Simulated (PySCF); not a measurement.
## InH₂⁺: one-bond stretch

All numbers come from PBE0 in PySCF with In def2-TZVP with ECP28, H def2-TZVP; scalar-relativistic core potentials, no spin–orbit coupling; density-fitted integrals.

Rigid scan from the singlet minimum (In–H 1.666 Å (×2); H–In–H 180.0°). Coordinate: the bond from In to the last atom (H) scaled, the rest fixed. Energies in kJ/mol from the minimum.

```csv
scale of one bond,E (kJ/mol),"dipole size (D, about the centre of mass)"
0.92,15.3,0.05
0.96,3.5,0.02
1.00,0.0,0.00
1.05,4.4,0.02
1.12,22.1,0.03
1.20,52.1,0.01
1.35,120.4,0.10
1.55,211.3,–
1.80,304.7,–
2.20,400.0,–
```

At long bonds a restricted determinant can lie too high, and another spin state can fall below this curve.

Other isomers or separated fragments may lie lower.
